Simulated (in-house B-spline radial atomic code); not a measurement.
Orbital energies and mean radii along the 44-electron series, configuration [Kr] 4d8. The effective charge is n√(-2ε), a non-relativistic measure. Computed with a radial B-spline atomic code at the basis-set limit: non-relativistic Hartree-Fock, average of the configuration, point nuclei.

This level leaves out relativity, spin-orbit splitting included, which matters for heavy ions.

```json
{"ion": "Rh+", "Z": "45", "energy of 2s (Eh)": "-121.84", "mean radius of 2s (bohr)": "0.14699", "energy of 3s (Eh)": "-23.155", "mean radius of 3s (bohr)": "0.40034", "energy of 3p (Eh)": "-19.455", "mean radius of 3p (bohr)": "0.39388", "energy of 2p (Eh)": "-112.66", "mean radius of 2p (bohr)": "0.12602", "effective charge of 2s": "31.22"}
{"ion": "Pd2+", "Z": "46", "energy of 2s (Eh)": "-128.96", "mean radius of 2s (bohr)": "0.14355", "energy of 3s (Eh)": "-25.199", "mean radius of 3s (bohr)": "0.38928", "energy of 3p (Eh)": "-21.364", "mean radius of 3p (bohr)": "0.38228", "energy of 2p (Eh)": "-119.52", "mean radius of 2p (bohr)": "0.12298", "effective charge of 2s": "32.119"}
{"ion": "Ag3+", "Z": "47", "energy of 2s (Eh)": "-136.36", "mean radius of 2s (bohr)": "0.14027", "energy of 3s (Eh)": "-27.394", "mean radius of 3s (bohr)": "0.37879", "energy of 3p (Eh)": "-23.423", "mean radius of 3p (bohr)": "0.37133", "energy of 2p (Eh)": "-126.66", "mean radius of 2p (bohr)": "0.12009", "effective charge of 2s": "33.029"}
{"ion": "Cd4+", "Z": "48", "energy of 2s (Eh)": "-144.04", "mean radius of 2s (bohr)": "0.13713", "energy of 3s (Eh)": "-29.729", "mean radius of 3s (bohr)": "0.36884", "energy of 3p (Eh)": "-25.62", "mean radius of 3p (bohr)": "0.36098", "energy of 2p (Eh)": "-134.08", "mean radius of 2p (bohr)": "0.11732", "effective charge of 2s": "33.946"}
{"ion": "In5+", "Z": "49", "energy of 2s (Eh)": "-151.99", "mean radius of 2s (bohr)": "0.13412", "energy of 3s (Eh)": "-32.195", "mean radius of 3s (bohr)": "0.35937", "energy of 3p (Eh)": "-27.948", "mean radius of 3p (bohr)": "0.35116", "energy of 2p (Eh)": "-141.77", "mean radius of 2p (bohr)": "0.11468", "effective charge of 2s": "34.87"}
{"ion": "Sn6+", "Z": "50", "energy of 2s (Eh)": "-160.21", "mean radius of 2s (bohr)": "0.13125", "energy of 3s (Eh)": "-34.789", "mean radius of 3s (bohr)": "0.35037", "energy of 3p (Eh)": "-30.403", "mean radius of 3p (bohr)": "0.34185", "energy of 2p (Eh)": "-149.72", "mean radius of 2p (bohr)": "0.11216", "effective charge of 2s": "35.801"}
{"ion": "Sb7+", "Z": "51", "energy of 2s (Eh)": "-168.69", "mean radius of 2s (bohr)": "0.12849", "energy of 3s (Eh)": "-37.507", "mean radius of 3s (bohr)": "0.34179", "energy of 3p (Eh)": "-32.982", "mean radius of 3p (bohr)": "0.33301", "energy of 2p (Eh)": "-157.94", "mean radius of 2p (bohr)": "0.10974", "effective charge of 2s": "36.736"}
{"ion": "Te8+", "Z": "52", "energy of 2s (Eh)": "-177.43", "mean radius of 2s (bohr)": "0.12584", "energy of 3s (Eh)": "-40.348", "mean radius of 3s (bohr)": "0.3336", "energy of 3p (Eh)": "-35.683", "mean radius of 3p (bohr)": "0.3246", "energy of 2p (Eh)": "-166.41", "mean radius of 2p (bohr)": "0.10742", "effective charge of 2s": "37.675"}
{"ion": "I9+", "Z": "53", "energy of 2s (Eh)": "-186.43", "mean radius of 2s (bohr)": "0.1233", "energy of 3s (Eh)": "-43.31", "mean radius of 3s (bohr)": "0.32579", "energy of 3p (Eh)": "-38.505", "mean radius of 3p (bohr)": "0.31659", "energy of 2p (Eh)": "-175.15", "mean radius of 2p (bohr)": "0.1052", "effective charge of 2s": "38.619"}
{"ion": "Xe10+", "Z": "54", "energy of 2s (Eh)": "-195.68", "mean radius of 2s (bohr)": "0.12086", "energy of 3s (Eh)": "-46.391", "mean radius of 3s (bohr)": "0.31832", "energy of 3p (Eh)": "-41.445", "mean radius of 3p (bohr)": "0.30896", "energy of 2p (Eh)": "-184.14", "mean radius of 2p (bohr)": "0.10307", "effective charge of 2s": "39.566"}
{"ion": "Cs11+", "Z": "55", "energy of 2s (Eh)": "-205.2", "mean radius of 2s (bohr)": "0.11851", "energy of 3s (Eh)": "-49.591", "mean radius of 3s (bohr)": "0.31118", "energy of 3p (Eh)": "-44.503", "mean radius of 3p (bohr)": "0.30167", "energy of 2p (Eh)": "-193.38", "mean radius of 2p (bohr)": "0.10101", "effective charge of 2s": "40.516"}
{"ion": "Ba12+", "Z": "56", "energy of 2s (Eh)": "-214.97", "mean radius of 2s (bohr)": "0.11625", "energy of 3s (Eh)": "-52.908", "mean radius of 3s (bohr)": "0.30434", "energy of 3p (Eh)": "-47.679", "mean radius of 3p (bohr)": "0.29472", "energy of 2p (Eh)": "-202.89", "mean radius of 2p (bohr)": "0.099044", "effective charge of 2s": "41.47"}
{"ion": "La13+", "Z": "57", "energy of 2s (Eh)": "-224.99", "mean radius of 2s (bohr)": "0.11407", "energy of 3s (Eh)": "-56.342", "mean radius of 3s (bohr)": "0.29778", "energy of 3p (Eh)": "-50.971", "mean radius of 3p (bohr)": "0.28807", "energy of 2p (Eh)": "-212.64", "mean radius of 2p (bohr)": "0.097147", "effective charge of 2s": "42.426"}
{"ion": "Ce14+", "Z": "58", "energy of 2s (Eh)": "-235.27", "mean radius of 2s (bohr)": "0.11197", "energy of 3s (Eh)": "-59.893", "mean radius of 3s (bohr)": "0.2915", "energy of 3p (Eh)": "-54.379", "mean radius of 3p (bohr)": "0.2817", "energy of 2p (Eh)": "-222.66", "mean radius of 2p (bohr)": "0.095321", "effective charge of 2s": "43.384"}
{"ion": "Pr15+", "Z": "59", "energy of 2s (Eh)": "-245.81", "mean radius of 2s (bohr)": "0.10995", "energy of 3s (Eh)": "-63.559", "mean radius of 3s (bohr)": "0.28547", "energy of 3p (Eh)": "-57.902", "mean radius of 3p (bohr)": "0.27561", "energy of 2p (Eh)": "-232.92", "mean radius of 2p (bohr)": "0.093561", "effective charge of 2s": "44.345"}
```

**Question.** How does the screening of 2s change?

**Answer.** Z less the effective charge goes from 13.78 at Z = 45 to 14.65 at Z = 59.
